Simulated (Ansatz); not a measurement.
Consider the homolysis of the S–Si bond: `C[SiH2]S[SiH2]F` → `F[SiH2][S]`• + `C[SiH2]`•.

Gas-phase electronic energies from Ansatz, PBE0-D4/def2-TZVP geometries. CCSD(T)/CBS is the MP2 limit (def2-TZVPP, def2-QZVPP) plus CCSD(T) − MP2 in def2-TZVPP, frozen cores. Functionals use def2-TZVPP. B3LYP here is the variant with VWN-RPA as its local correlation; programs differ in this. HSE06 is defined as in plane-wave codes. Open shells (•) are unrestricted, without spin–orbit coupling. Each species was taken in one conformer, which may not be the lowest.

```tsv
level	ΔE (kJ/mol)	difference from CCSD(T)/CBS
LDA (SPW92)	426.5	28.2
revPBE-D4	372.1	-26.2
BLYP-D4	364.7	-33.6
r2SCAN-D4	373.7	-24.6
B97M-V	387.4	-10.9
PBE0-D4	383.6	-14.7
B3LYP-D4	373.2	-25.1
r2SCANh-D4	373.8	-24.5
r2SCAN0-D4	373.6	-24.7
HSE06-D4	383.5	-14.8
BHLYP-D4	374.1	-24.2
CAM-B3LYP-D4	375.3	-23.0
ωB97X-V	394.6	-3.7
ωB97M-V	398.8	0.5
B2PLYP	372.2	-26.1
PBE-QIDH	390.6	-7.7
PBE	367.5	-30.8
revPBE	345.3	-53.0
BLYP	339.0	-59.3
r2SCAN	370.1	-28.2
r2SCANh	369.9	-28.4
r2SCAN0	369.4	-28.9
HSE06	372.6	-25.7
BHLYP	355.7	-42.6
CAM-B3LYP	363.2	-35.1
LC-ωPBE	371.4	-26.9
RPA@PBE/def2-TZVPP	363.8	-34.5
HF/def2-SVP	274.8	-123.5
MP2/def2-SVP	375.3	-23.0
CCSD/def2-SVP	351.9	-46.4
CCSD(T)/def2-SVP	359.2	-39.1
HF/def2-TZVPP	275.7	-122.6
MP2/def2-TZVPP	403.4	5.1
SCS-MP2/def2-TZVPP	392.9	-5.4
CCSD/def2-TZVPP	370.3	-28.0
CCSD(T)/def2-TZVPP	381.6	-16.7
MP2/def2-QZVPP	412.8	14.5
SCS-MP2/def2-QZVPP	402.9	4.6
HF/CBS(def2)	275.0	-123.3
MP2/CBS(def2)	420.1	21.8
CCSD(T)/CBS	398.3	0
```

Largest T1 diagnostic among the species: 0.014.

From BLYP to BHLYP (50 % exact exchange), in def2-TZVPP and without D4, ΔE moves by +16.7 kJ/mol. The D4 term adds +20.5 kJ/mol with B3LYP and +11.4 kJ/mol with PBE0; it sums over pairs of atoms, weighted by their polarisabilities, and B3LYP, whose exchange is more repulsive, gets the larger term. At CCSD(T), def2-SVP lies −39.1 kJ/mol from the extrapolated value and def2-TZVPP −16.7 kJ/mol: correlation converges slowly with the basis, and small sets miss more of it in the bonded molecule than in its fragments.
